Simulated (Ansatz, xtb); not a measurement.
# C2H6GeSSi: which of two isomers lies lower

Structure I is `C#C[Si@@H](S)[GeH3]`, a singlet and structure II is `C#C[SiH2][GeH2][SH]`, a singlet. Both are isolated molecules in the gas phase, relaxed with PBE0-D3(BJ)/def2-SVP; the shapes shown needn't be the lowest conformers.

I (Å):

```json
{"atom": "C", "x (Å)": "-2.0449", "y (Å)": "-2.7555", "z (Å)": "2.5194"}
{"atom": "C", "x (Å)": "-1.1404", "y (Å)": "-2.2454", "z (Å)": "1.8835"}
{"atom": "Ge", "x (Å)": "-0.3607", "y (Å)": "0.9073", "z (Å)": "0.7644"}
{"atom": "S", "x (Å)": "0.3503", "y (Å)": "-2.2454", "z (Å)": "-1.0666"}
{"atom": "Si", "x (Å)": "0.1659", "y (Å)": "-1.4088", "z (Å)": "0.9077"}
{"atom": "H", "x (Å)": "-2.8389", "y (Å)": "-3.2140", "z (Å)": "3.0824"}
{"atom": "H", "x (Å)": "1.4915", "y (Å)": "-1.6538", "z (Å)": "1.5415"}
{"atom": "H", "x (Å)": "-0.8679", "y (Å)": "-1.8223", "z (Å)": "-1.4718"}
{"atom": "H", "x (Å)": "-0.6016", "y (Å)": "1.5221", "z (Å)": "2.1553"}
{"atom": "H", "x (Å)": "-1.6420", "y (Å)": "1.0642", "z (Å)": "-0.0767"}
{"atom": "H", "x (Å)": "0.7827", "y (Å)": "1.6641", "z (Å)": "0.0656"}
```

II (Å):

```yaml
atoms:
  - { symbol: C, position_ang: [2.7113, -3.7264, 0.1851] }
  - { symbol: C, position_ang: [1.5538, -3.3506, 0.1401] }
  - { symbol: Ge, position_ang: [0.0958, -0.3309, 0.4310] }
  - { symbol: S, position_ang: [1.7055, 0.3191, -0.9770] }
  - { symbol: Si, position_ang: [-0.1516, -2.6755, 0.0785] }
  - { symbol: H, position_ang: [3.7285, -4.0751, 0.2254] }
  - { symbol: H, position_ang: [-0.9862, -3.3331, 1.1277] }
  - { symbol: H, position_ang: [-0.7415, -2.9346, -1.2667] }
  - { symbol: H, position_ang: [0.4707, -0.0078, 1.8917] }
  - { symbol: H, position_ang: [-1.1482, 0.4817, 0.0339] }
  - { symbol: H, position_ang: [2.4835, -0.7551, -0.7095] }
```

Task: Estimate which is lower in electronic energy at CCSD(T)/def2-SVP + ΔMP2/def2-TZVPP, and by roughly how much.

Result: The CCSD(T)/def2-SVP + ΔMP2/def2-TZVPP calculation puts structure I lower, by 2.4 kcal/mol.

The same difference at several levels:

| level | geometry | E(II) − E(I) (kcal/mol) | departure from the last row (kcal/mol) | job, with rough time for the two |
| --- | --- | --- | --- | --- |
| PBE0-D3(BJ)/def2-SVP | PBE0-D3(BJ)/def2-SVP | +2.4 | 0.0 | optimisation, 2.2 min |
| HF/def2-SVP | PBE0-D3(BJ)/def2-SVP | +1.9 | −0.4 | part of the CCSD(T) run |
| MP2/def2-SVP | PBE0-D3(BJ)/def2-SVP | +2.6 | +0.2 | part of the CCSD(T) run |
| CCSD(T)/def2-SVP | PBE0-D3(BJ)/def2-SVP | +2.3 | −0.1 | single point |
| CCSD(T)/def2-SVP + ΔMP2/def2-TZVPP | PBE0-D3(BJ)/def2-SVP | +2.4 |  | single point, 64 s |

As drawn, II has 1 Ge–S, 1 Si–H in place of 1 S–Si, 1 Ge–H.

The levels shown agree on the order. The largest departure from CCSD(T)/def2-SVP + ΔMP2/def2-TZVPP is that of HF/def2-SVP, 0.4 kcal/mol. Levels run at GFN2-xTB geometries aren't shown. The last row adds to CCSD(T) the change of the MP2 difference between the two basis sets, here +0.1 kcal/mol.

With thermal terms from frequencies at re-optimised GFN2-xTB minima (ideal gas, soft modes damped towards free rotors, one conformer each, 298.15 K, 1 atm): on the last row, ΔE + ΔZPE = +2.0, ΔH = +1.9, ΔG = +2.4 kcal/mol.

The correlated steps freeze 21 core orbitals; the filled d shell of Ge is correlated, in a basis made for valence electrons. Mirror images aren't counted in ΔG. Programs: Ansatz 0.2.0, xtb 6.7.1; the last row on 2 threads of Intel(R) Xeon(R) Platinum 8259CL CPU @ 2.50GHz (Skylake/Cascade Lake) on a shared host.
